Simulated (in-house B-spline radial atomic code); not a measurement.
## As5+: [Ar] 3d10

All numbers are computed (Dirac-Kohn-Sham HSE06, spherical fractional occupations; Fermi nucleus of rms radius 4.0968 fm) with a radial B-spline atomic code at the basis-set limit, not measured.

Screening seen three ways: the hydrogenic charge with the same mean radius, Z_r = [3n² - l(l+1)]/(2<r>), the one with the same energy, Z_e = n√(-2ε), and Slater's rules. Values are occupation-weighted means over j.

| shell | electrons | ε (eV) | <r> (bohr) | Z_r | Z_e | Slater |
| --- | --- | --- | --- | --- | --- | --- |
| 1s | 2 | -11844 | 0.04549 | 32.98 | 29.50 | 32.70 |
| 2s | 2 | -1575.3 | 0.2023 | 29.66 | 21.52 | 28.85 |
| 2p | 6 | -1388.6 | 0.1771 | 28.24 | 20.21 | 28.85 |
| 3s | 2 | -266.01 | 0.5966 | 22.63 | 13.27 | 21.75 |
| 3p | 6 | -207.6 | 0.6144 | 20.34 | 11.72 | 21.75 |
| 3d | 10 | -111.08 | 0.6596 | 15.92 | 8.57 | 11.85 |

The least bound orbital is 3d5/2 at -110.8 eV, and it is also the most diffuse (<r> = 0.6612 bohr).

Spin-orbit splittings of the orbital energies (j = l + 1/2 above j = l - 1/2 when positive): 2p 36.68 eV, 3p 5.118 eV, 3d 0.7608 eV.

For the 1s electron the small component carries 1.43 % of the norm, the zero-frequency Breit interaction raises the level by 17.85 eV, self-energy by 9.323 eV, and vacuum polarisation lowers it by 0.9165 eV.

The density falls to 0.001 bohr⁻³ at 2.161 bohr; Σ<r²> = 9.208 bohr² gives, by the non-relativistic formula and without the paramagnetism of open shells, a Langevin diamagnetic susceptibility of -7.293×10⁻⁶ cm³/mol.
